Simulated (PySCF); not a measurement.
C6H6OSi, SMILES c1ccc(o1)[SiH2]C#C at its GFN2-xTB optimised geometry (Å):

```
14

C     -2.5581     2.2816     0.1023
C     -2.4144     1.0889     0.0600
Si    -2.2386    -0.7519    -0.0026
C     -0.3942    -1.0822     0.0000
C      0.7026    -0.2625    -0.0003
C      1.8390    -1.1012    -0.0003
C      1.3570    -2.3745     0.0000
O      0.0175    -2.3745     0.0000
H     -2.6725     3.3273     0.1387
H     -2.8510    -1.2577    -1.2377
H     -2.8675    -1.3443     1.1845
H      0.6857     0.8085     0.0000
H      2.8675    -0.8024    -0.0003
H      1.8497    -3.3273     0.0005
```

Method: PBE/def2-TZVP in PySCF.

Map of the deformation density (molecule minus spherical neutral atoms) (e/bohr³) on the plane z = 0.8 Å:

```
|2222222222222222222222222222222|
|2222222222222222222222222222222|
|2222222222222222222222222222222|
|2222222111222222222222222222222|
|2222221111122222222222222222222|
|2222211111112222222222222222222|
|2222211111112222222222222222222|
|2222111221112222222222222222222|
|2222111111112222222222222222222|
|2222211111112222222222222222222|
|2222212243222222212222222222222|
|2222222233211111111122222222222|
|2222211111111111111112222222222|
|2222111112111111111111222222222|
|2222111222111111111111112222222|
|2222111111111111101111111222222|
|2222111110001122211211111122222|
|2222112452012223212211111122222|
|2222124994123211101111111122222|
|2222223884112100000221111122222|
|2222222332111111001331111222222|
|2222222221111111111221111222222|
|2222222211111122110111112222222|
|2222222222222222111121112222222|
|2222222222222222111111112222222|
|2222222222222222111111122222222|
|2222222222222222211111122222222|
|2222222222222222222222222222222|
|2222222222222222222222222222222|
|2222222222222222222222222222222|
|2222222222222222222222222222222|
```
Scale: ten equal steps from -0.016 (start of '0') to 0.057 (end of '9'), in the order '0123456789'; x runs from -5.50 to 5.50, y from -5.50 (bottom) to 5.50 (top).
